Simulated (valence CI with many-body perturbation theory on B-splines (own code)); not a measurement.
Hyperfine factors and g values of Pb⁴⁹⁺

Calculated by configuration interaction combined with many-body perturbation theory (CI+MBPT): five valence electrons over a frozen Dirac-Fock core [Ar] 3d10, radial functions for each j: 9 s, 9 p, 8 d, 6 f, 3 g, 1 h, with the one-electron correlation potential Σ1, the two-electron term Σ2, the three-electron term Σ3, Breit, model QED; selected CI, second order for the rest (own B-spline code, finite nucleus).

No measured spectrum was set against this ion. As an estimate, large intervals hold to a few tenths of a per cent, small ones and those within an open d or f shell to about a per cent. Among the levels kept, up to 330 cm⁻¹ of a level comes from second order outside the variational space, and about a tenth of that is noise between levels of different J, which matters for small intervals.

A/g_I is the dipole constant over the nuclear g factor μ/I (μ in nuclear magnetons, uniformly magnetised nucleus), B/Q the quadrupole constant per barn. Both hold the static response of the core; the bare values leave it out. Large factors of s and p1/2 electrons are usually good to 5 to 10 %; those of open d and f shells near neutrality can be off by tens of per cent, and small factors of p3/2, d and f electrons come from cancelling terms and can be off by a factor of two or in sign, in half-filled shells by more. B is blank for J = 1/2, where it vanishes, and for nearly pure S terms. Energies count from the lowest level.

Levels are named by their leading jj configuration (3d3/2^4 stands for four electrons in 3d with j = 3/2), which in mixed levels can hold well under half, so a name can repeat and another be missing. Letters in brackets count levels of one name in rising energy.

```
                             Level  E (eV)      g  A/g_I (MHz)  A/g_I bare  B/Q (MHz/b)  B/Q bare
        (4s^2 4p1/2^2 4p3/2) J=3/2    0.00  1.350        84900       81700       170000    166000
        (4s^2 4p1/2 4p3/2^2) J=3/2  158.41  1.458       -74000      -72900        14800     14300
        (4s^2 4p1/2 4p3/2^2) J=5/2  164.70  1.194       249000      241000         -538      -505
        (4s^2 4p1/2 4p3/2^2) J=1/2  172.70  0.657       895000      870000                       
        (4s^2 4p1/2^2 4d3/2) J=3/2  182.90  0.784        42500       42700        28700     28500
        (4s^2 4p1/2^2 4d5/2) J=5/2  225.30  1.209        29200       29300        18500     18400
        (4s 4p1/2^2 4p3/2^2) J=5/2  278.51  1.464       577000      559000        44400     43200
        (4s 4p1/2^2 4p3/2^2) J=1/2  295.61  2.073      2560000     2480000                       
        (4s 4p1/2^2 4p3/2^2) J=3/2  297.60  1.175      -393000     -381000       -29600    -28800
              (4s^2 4p3/2^3) J=3/2  332.26  1.309        88600       85400      -185000   -180000
(4s^2 4p1/2 4p3/2 4d3/2) J=5/2 [a]  340.31  0.960       186000      181000       -20600    -19700
(4s^2 4p1/2 4p3/2 4d3/2) J=3/2 [a]  341.04  0.905       170000      166000      -105000   -102000
(4s^2 4p1/2 4p3/2 4d3/2) J=1/2 [a]  341.20  0.193       364000      357000                       
    (4s^2 4p1/2 4p3/2 4d3/2) J=7/2  346.76  1.033       182000      177000       185000    180000
(4s^2 4p1/2 4p3/2 4d3/2) J=5/2 [b]  363.75  1.177          146         435       173000    168000
(4s^2 4p1/2 4p3/2 4d3/2) J=3/2 [b]  365.63  1.197        33800       32600        15100     14400
(4s^2 4p1/2 4p3/2 4d3/2) J=1/2 [b]  366.73  1.705       400000      386000                       
(4s^2 4p1/2 4p3/2 4d5/2) J=7/2 [a]  375.10  1.309       -51200      -49400       191000    186000
(4s^2 4p1/2 4p3/2 4d5/2) J=3/2 [a]  381.38  1.368      -115000     -110000       -69700    -67600
    (4s^2 4p1/2 4p3/2 4d5/2) J=9/2  382.22  1.188       137000      133000       186000    181000
(4s^2 4p1/2 4p3/2 4d5/2) J=5/2 [a]  383.98  1.130       203000      198000      -129000   -125000
(4s^2 4p1/2 4p3/2 4d5/2) J=5/2 [b]  397.42  1.266       -58400      -56400        16800     16700
(4s^2 4p1/2 4p3/2 4d5/2) J=7/2 [b]  397.98  1.123       159000      155000         3020      3340
(4s^2 4p1/2 4p3/2 4d5/2) J=3/2 [b]  400.92  0.933       265000      259000        20600     20100
    (4s^2 4p1/2 4p3/2 4d5/2) J=1/2  402.60  1.221      -309000     -298000                       
        (4s^2 4p1/2^2 4f5/2) J=5/2  427.65  0.848        -7160       -5880         6290      5330
        (4s^2 4p1/2^2 4f7/2) J=7/2  440.13  1.143        27100       27200         5810      4430
      (4s 4p1/2 4p3/2^3) J=3/2 [a]  444.09  1.527       474000      460000      -152000   -148000
          (4s 4p1/2 4p3/2^3) J=5/2  453.74  1.298       724000      702000      -209000   -203000
(4s 4p1/2^2 4p3/2 4d3/2) J=5/2 [a]  458.01  1.273       449000      436000        48200     46700
(4s 4p1/2^2 4p3/2 4d3/2) J=3/2 [a]  458.74  1.294       278000      269000        -2400     -2640
(4s 4p1/2^2 4p3/2 4d3/2) J=1/2 [a]  458.93  2.419      1420000     1370000                       
    (4s 4p1/2^2 4p3/2 4d3/2) J=7/2  464.52  1.269       404000      393000       158000    154000
          (4s 4p1/2 4p3/2^3) J=1/2  465.85  1.358      -921000     -895000                       
      (4s 4p1/2 4p3/2^3) J=3/2 [b]  467.07  1.087       131000      127000       -22900    -22200
(4s 4p1/2^2 4p3/2 4d3/2) J=3/2 [b]  474.08  0.999       164000      159000       -97300    -94400
(4s 4p1/2^2 4p3/2 4d3/2) J=1/2 [b]  482.34  0.548       386000      376000                       
(4s 4p1/2^2 4p3/2 4d3/2) J=5/2 [b]  483.38  0.915      -157000     -152000       116000    113000
    (4s 4p1/2^2 4p3/2 4d5/2) J=9/2  491.75  1.353       332000      323000       186000    182000
(4s 4p1/2^2 4p3/2 4d5/2) J=5/2 [a]  502.29  1.383       511000      497000       -97100    -94200
```

Question: Take the isotope of mass number 207, with I = 1/2, μ = 0.5906 μN. What is the hyperfine structure of (4s 4p1/2^2 4p3/2^2) J=5/2?

Answer: From the table A = 681000 MHz. Shifts from the centre of gravity in MHz: F = 2: -1190000, F = 3: 851000.
